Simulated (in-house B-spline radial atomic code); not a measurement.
B⁺. Computed with a B-spline radial atomic code. Model: all-electron spherical atom, spin shells full or empty, radial basis limit, no spin-orbit coupling: exact exchange with a local potential (Slater, KLI or optimised effective potential, whose far tail is KLI's), no correlation.

The run also made RPA and GW results, which its time includes.

The Slater potential averages the orbital exchange potentials with the orbital densities as weights, KLI adds orbital constants, and the optimised effective potential minimises the exact-exchange energy among local potentials. So their energies lie above Hartree-Fock in the order OEP, KLI, Slater. All fall off as −1/r, unlike LDA and GGA exchange.

Command:
```bash
python run_gw.py task.json out
```
Settings (nuclear radius in fm, other lengths in bohr, energies in hartree):
```
Z                      5
electrons              4
configuration          [He] 2s2
hamiltonian            x2c
method                 kli
lmax                   9
rms_radius             2.406
spin_polarised         False
box_radius             23.78
intervals              108
ion_configuration      [He] 2s1
```

Time taken, with all properties: 5.4 s on 1 thread of Arm Neoverse N1, with other jobs on the host.

Given: hamiltonian one-electron scalar X2C; mean-field start exchange-only KLI.

Computed: energy above Hartree-Fock 0.8875 millihartree.

```
radius (bohr)  r times exchange potential (hartree bohr)
         0.01                                  -0.041192
       0.0119                                  -0.048981
       0.0141                                   -0.05798
       0.0167                                   -0.06858
       0.0198                                  -0.081162
       0.0235                                  -0.096083
       0.0279                                   -0.11367
       0.0331                                   -0.13422
       0.0393                                   -0.15832
       0.0466                                   -0.18609
       0.0553                                   -0.21826
       0.0657                                   -0.25527
       0.0779                                   -0.29651
       0.0925                                   -0.34265
         0.11                                   -0.39321
         0.13                                   -0.44467
        0.154                                   -0.49778
        0.183                                   -0.55018
        0.218                                          ?
        0.258                                   -0.63504
        0.306                                   -0.65923
        0.363                                   -0.66562
        0.431                                   -0.64912
        0.512                                   -0.60363
        0.607                                    -0.5292
         0.72                                   -0.46377
        0.855                                   -0.49367
         1.01                                          ?
          1.2                                   -0.70693
         1.43                                     -0.801
         1.69                                   -0.87306
         2.01                                   -0.92893
         2.39                                   -0.96558
         2.83                                   -0.98573
         3.36                                   -0.99527
         3.99                                   -0.99879
         4.73                                   -0.99977
```

Task: What belongs in the row 0.218?

Result: r times exchange potential (hartree bohr): -0.59801.

Task: What belongs in the row 1.01?

Result: r times exchange potential (hartree bohr): -0.59692.

| occupied | level (hartree) | Hartree-Fock level (hartree) |
| --- | --- | --- |
| 1s | -7.4948 | -8.1876 |
| 2s | -0.87342 | -0.87406 |

```tsv
empty	level (hartree)
2p	-0.64969
3s	?
3p	-0.25813
3d	-0.22586
```

Task: What belongs in the row 3s?

Result: level (hartree): -0.30912.
